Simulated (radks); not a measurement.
Species: neutral tin. Configuration: [Kr] 4d10 5s2 5p2. Method: scalar-relativistic Kohn-Sham, LDA (Slater exchange, Perdew-Wang correlation), spin-polarised, spherical densities, finite nucleus; open shells are filled with parallel spins first (spin-orbit coupling, left out, can overturn this in heavy ions); Fermi nuclear charge, rms radius 4.6519 fm; hard spherical wall at 12 bohr; computed with a radial shooting solver on a logarithmic mesh with Libxc functionals.

Normalised radial functions P(r) = r R(r), r in bohr:

r	4p down	5s down
0.002106	0.0037	0.0338
0.003296	0.0081	0.0481
0.005159	0.0178	0.0657
0.008074	0.0385	0.0840
0.01264	0.0805	0.0954
0.01978	0.1583	0.0844
0.03096	0.2804	0.0312
0.04846	0.4134	-0.0676
0.07524	0.4256	-0.1518
0.1178	0.1125	-0.0941
0.1843	-0.4740	0.1367
0.2885	-0.6149	0.2105
0.4515	0.2791	-0.1470
0.7067	1.1802	-0.3396
1.106	0.9088	0.1809
1.731	0.2639	0.7033
2.71	0.0257	0.6045
4.241	0.0006	0.2328
6.586	0.0000	0.0379
10.31	0.0000	0.0016

4p down: eigenvalue -89.383 eV, 2 radial nodes at r = 0.129, 0.406 bohr, <r> = 0.886 bohr, 90 % of the charge inside 1.30 bohr. 5s down: eigenvalue -10.151 eV, 4 radial nodes at r = 0.0363, 0.144, 0.390, 0.984 bohr, <r> = 2.38 bohr, 90 % of the charge inside 3.54 bohr.
